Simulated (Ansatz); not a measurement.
BH4NOSi, SMILES `N[SiH]1BO1` at its PBE0-D4/def2-TZVP geometry, where that method's forces vanish. Total charge 0; spin multiplicity 1.

| atom | x (Å) | y (Å) | z (Å) |
| --- | --- | --- | --- |
| N1 | 1.396 | 0.188 | -0.582 |
| Si2 | 0.126 | -0.004 | 0.522 |
| B3 | -1.595 | -0.695 | 0.161 |
| O4 | -1.449 | 0.644 | 0.119 |
| H5 | 2.094 | 0.906 | -0.487 |
| H6 | 1.409 | -0.252 | -1.486 |
| H7 | 0.572 | 0.582 | 1.803 |
| H8 | -2.554 | -1.370 | -0.049 |

Task: For each bond, give half the difference of the two atoms' forces along it (eV/Å; positive pushes the atoms apart) under PBE-D4, r2SCAN-D4, B3LYP-D4, ωB97M-V in def2-TZVPP. (Best estimate.)

Result: Ansatz gave: 
```json
{"bond": "N1–Si2", "length (Å)": "1.693", "PBE-D4": "0.02", "r2SCAN-D4": "0.00", "B3LYP-D4": "0.08", "ωB97M-V": "0.11"}
{"bond": "N1–H5", "length (Å)": "1.006", "PBE-D4": "0.18", "r2SCAN-D4": "0.01", "B3LYP-D4": "-0.01", "ωB97M-V": "-0.04"}
{"bond": "N1–H6", "length (Å)": "1.005", "PBE-D4": "0.17", "r2SCAN-D4": "0.01", "B3LYP-D4": "-0.02", "ωB97M-V": "-0.03"}
{"bond": "Si2–B3", "length (Å)": "1.889", "PBE-D4": "0.20", "r2SCAN-D4": "0.13", "B3LYP-D4": "0.17", "ωB97M-V": "0.10"}
{"bond": "Si2–O4", "length (Å)": "1.750", "PBE-D4": "0.57", "r2SCAN-D4": "0.17", "B3LYP-D4": "0.14", "ωB97M-V": "-0.01"}
{"bond": "Si2–H7", "length (Å)": "1.478", "PBE-D4": "-0.02", "r2SCAN-D4": "-0.06", "B3LYP-D4": "-0.15", "ωB97M-V": "-0.17"}
{"bond": "B3–O4", "length (Å)": "1.347", "PBE-D4": "0.58", "r2SCAN-D4": "0.25", "B3LYP-D4": "0.12", "ωB97M-V": "0.13"}
{"bond": "B3–H8", "length (Å)": "1.192", "PBE-D4": "-0.08", "r2SCAN-D4": "-0.11", "B3LYP-D4": "-0.17", "ωB97M-V": "-0.19"}
```

B3LYP here is the variant with VWN-RPA as its local correlation; programs differ in this.
